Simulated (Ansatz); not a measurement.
**InCl (SMILES [Cl][In]): the energy, rung by rung**

The species is InCl (2 atoms), meant as a singlet with charge 0. As SMILES, `[Cl][In]`. Geometry: a GFN2-xTB relaxation, a rough one for these elements and not checked as a minimum.

```csv
atom,x (Å),y (Å),z (Å)
Cl,0.0000,0.0000,0.0000
In,0.0000,0.0000,2.3857
```

Each level gives the energy change with the Cl1–In2 bond stretched from 2.386 to 4.827 Å (eV). The values are calculated.

| level | kind | program | value (eV) | less FCI/STO-3G | CPU time (all runs) |
| --- | --- | --- | --- | --- | --- |
| BLYP/STO-3G (restricted) | GGA | Ansatz | 4.65 | -0.74 | 2.3 s |
| revPBE/STO-3G (restricted) | GGA | Ansatz | 4.62 | -0.77 | 2.2 s |
| r2SCAN/STO-3G (restricted) | meta-GGA | Ansatz | 4.92 | -0.47 | 6.2 s |
| BHLYP/STO-3G (restricted) | global hybrid | Ansatz | 5.36 | -0.03 | 2.1 s |
| CAM-B3LYP/STO-3G (restricted) | range-separated hybrid | Ansatz | 5.48 | +0.09 | 2.4 s |
| HSE06/STO-3G (restricted) | range-separated hybrid | Ansatz | 5.11 | -0.28 | 2.6 s |
| CCSD(T)/STO-3G (restricted) | coupled cluster or CI | Ansatz | 5.39 | 0.00 | 0.95 s |
| CCSDT/STO-3G (restricted) | coupled cluster or CI | Ansatz | 5.39 | 0.00 | 1.4 s |
| FCI/STO-3G | exact in the basis | Ansatz | 5.39 | 0.00 | 1.4 s |

FCI/STO-3G is exact within its basis and frozen core, so for wave-function methods in that basis the difference is their error; functionals converge differently with the basis, so for them it is only a difference. All-electron rows without a relativistic Hamiltonian named are non-relativistic. The first shape isn't each level's own minimum. The values span 4.62 to 5.48 eV. All rows use very small basis sets, so none should be taken for the real molecule's value. In the correlated wave-function rows the outer d shell of In is correlated, in sets not made for it. In so small a basis fixed costs decide the times, and correlated methods can beat functionals. Times are those of the runs behind each value, whatever else they computed, on shared processors of several kinds: orders of magnitude only.
